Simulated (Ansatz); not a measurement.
One change: `[OH][GeH]1[O][SiH2]1` becomes `[F][GeH]1[O][SiH2]1`.

Ansatz, PBE0-D4/def2-TZVP geometries, multiplicity 1. Each molecule was computed in one conformer, which needn't be the lowest.

Scalar relativity is left out up to krypton.

| property | `[OH][GeH]1[O][SiH2]1` |
| --- | --- |
| LUMO energy (ωB97M-V/def2-TZVPP) / eV | 0.55 |
| HOMO energy (PBE0/def2-TZVPP) / eV | -6.99 |
| HOMO–LUMO gap (PBE/def2-TZVPP) / eV | 3.78 |
| LUMO energy (PBE0/def2-TZVPP) / eV | -1.23 |
| HOMO–LUMO gap (ωB97M-V/def2-TZVPP) / eV | 9.60 |
| HOMO energy (PBE/def2-TZVPP) / eV | -5.85 |

(1) What does the change do to each property? (Estimate.)

Results:

(1) Ansatz gave: 
```csv
property,`[F][GeH]1[O][SiH2]1`,shift
LUMO energy (ωB97M-V/def2-TZVPP) / eV,0.20,-0.35
HOMO energy (PBE0/def2-TZVPP) / eV,-7.38,-0.39
HOMO–LUMO gap (PBE/def2-TZVPP) / eV,3.79,0.01
LUMO energy (PBE0/def2-TZVPP) / eV,-1.62,-0.39
HOMO–LUMO gap (ωB97M-V/def2-TZVPP) / eV,9.64,0.04
HOMO energy (PBE/def2-TZVPP) / eV,-6.25,-0.40
```
